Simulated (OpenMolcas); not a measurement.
## Ne²⁺: effect of the level shift or regulariser

```
Program             : OpenMolcas 26.06
Basis               : ANO-RCC-VTZP [4s3p2d1f]
Scalar Hamiltonian  : DKH2, point nucleus
Active space        : 4 electrons in 3 orbitals (2p)
State averaging     : 2S+1 = 3 even, 3 roots; 2S+1 = 1 even, 6 roots
Spin-orbit coupling : state interaction with AMFI integrals over the reference wave functions, term energies averaged over their components
```

Methods on the same reference wave functions:
A. CASSCF
B. SS-CASPT2, IPEA 0.25 Eh, imaginary shift 0.1 Eh (closed shells correlated: 1s 2s)
C. SS-CASPT2, IPEA 0.25 Eh, real shift 0.2 Eh (closed shells correlated: 1s 2s)
D. SS-CASPT2, IPEA 0.25 Eh, sigma2 regulariser 0.3 Eh (closed shells correlated: 1s 2s)

Energies in cm-1 above 2s2 2p4 3P2, the measured ground level; measured values from Moore, Atomic Energy Levels, vol. I, NSRDS-NBS 35 (1971 reprint of NBS Circular 467, 1949).

```tsv
Level	A	B	C	D	Measured
2s2 2p4 3P2	0.0	0.0	0.0	0.0	0.0
2s2 2p4 3P1	600	601	601	601	650
2s2 2p4 3P0	887	886	886	886	927
2s2 2p4 1D2	27868	26220	26220	26220	25841
2s2 2p4 1S0	68990	58770	58820	58770	55747
```

Deviations, from unrounded energies. A percentage is the sum of absolute deviations over the sum of measured energies, with the sign that they share, or ± where signs differ.

```tsv
Against measurement	Levels	A	B	C	D
mean absolute deviation (cm-1)	4	3800	870	890	870
fine structure of the ground term (%)	2	-5.7	-5.7	-5.7	-5.7
other terms of the ground configuration (%)	2	+18.7	+4.2	+4.2	+4.2
```

B, C, D lie about equally close to measurement and A furthest from it. The largest miss of D in the table is 2s2 2p4 1S0, by +3000 cm-1. The ranking rests on the paired levels alone, and a cruder setting can come out closer through cancelling errors.

Among B to D the level of the table that moves most is 2s2 2p4 1S0, by 52 cm-1 (lowest in D, highest in C). Moves below CASPT2's spread within the term are not significant.

The mean deviations of B to D differ by less than CASPT2's widest spread within a term (48 cm-1), so their order carries little weight.

From A to B the spin-free energies of the other terms of 2s2 2p4 shown, above 3P, scale by factors of 0.85 to 0.94.

The lowest spin-free term lies below A's lowest term by 0.169 hartree in B, 0.169 hartree in C, 0.169 hartree in D.

CASPT2 does not keep the components of a term degenerate, so their means are used; among the terms shown or strongly mixed into the levels shown the widest spread is 48 cm-1 (2s2 2p4 1D, B). With the s shell closed, the reference lacks s² → p² mixing. Computed and measured levels are paired by configuration, term and J; levels that our copy of the source lacks, or whose pairing is in doubt (as where it misses far off the trend of its configuration), stay unpaired and out of the deviations. Levels of configurations outside the active space are missing.
